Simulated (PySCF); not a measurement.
Computed shifts of a molecule C₄H₄Cl₂, PBE/pcSseg-1 run with PySCF, GIAO, gas phase, equivalent atoms averaged, in ppm (number of nuclei): ¹³C: 137.9 (2), 131.0 (2). ¹H: 7.07 (2), 6.42 (2). References: ³⁵Cl against HCl (σ = 936.5 ppm); ¹³C against TMS (σ = 182.0 ppm); ¹H against TMS (σ = 31.49 ppm), references at their B3LYP-D3(BJ)/def2-TZVP geometries, non-relativistic (without spin–orbit terms, shifts of atoms bonded to Cl or Br come out too high). Coordinates come from a B3LYP-D3(BJ)/def2-SVP optimisation. One conformer was computed; it need not be the lowest.

Question: Which structure fits?
A. C=C(Cl)/C=C\Cl
B. Cl/C=C\C=C/Cl
C. CC(Cl)=C=CCl
D. CC=C=C(Cl)Cl

Answer: B, Cl/C=C\C=C/Cl
